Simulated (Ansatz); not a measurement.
Ansatz results at the PBE0-D4/def2-TZVP geometry: HOMO energy (ωB97M-V/def2-TZVPP) -9.61 eV; HOMO energy (PBE0/def2-TZVPP) -7.19 eV; HOMO–LUMO gap (ωB97M-V/def2-TZVPP) 12.09 eV.

Each molecule was computed in one conformer, which needn't be the lowest.

Problem. Which molecule gave them?
A. `C=COC`
B. `C[SiH2]OB(O)O`
C. `CCOC`
D. `CCOC(C)(C)C`

Solution. D. The others give `C=COC`: -8.99, -6.73, 12.01; `C[SiH2]OB(O)O`: -10.90, -8.61, 12.80; `CCOC`: -9.78, -7.36, 12.60.
